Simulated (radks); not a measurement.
The numbers below are computed, except where a source is named.
Question: The nitrogen ion N4+, [He] 2s1. Code: a radial shooting solver on a logarithmic mesh with Libxc functionals. Model: non-relativistic Kohn-Sham, exchange-only LDA, spin-polarised, spherical densities, point nucleus. Every spin shell is full or empty, so the densities are truly spherical. Functionals are evaluated on that one density, not self-consistently. Rank these orbital-free kinetic functionals by their error against the exact value of the orbitals, and give that value: Thomas-Fermi, von Weizsacker, TF + vW, TF + vW/9, TF + vW/5, APBEK, Perdew 92, Thakkar, Pearson, Ernzerhof.

Answer: Exact: 47.7069 hartree. From best to worst, with 100 (|E| - |E exact|)/|E exact| (equal figures are ties): APBEK +0.27, TF + vW/9 +0.51, Thakkar +0.53, Perdew 92 +0.53, Ernzerhof +3.31, Pearson -3.97, von Weizsacker -5.89, TF + vW/5 +8.88, Thomas-Fermi -9.95, TF + vW +84.17.
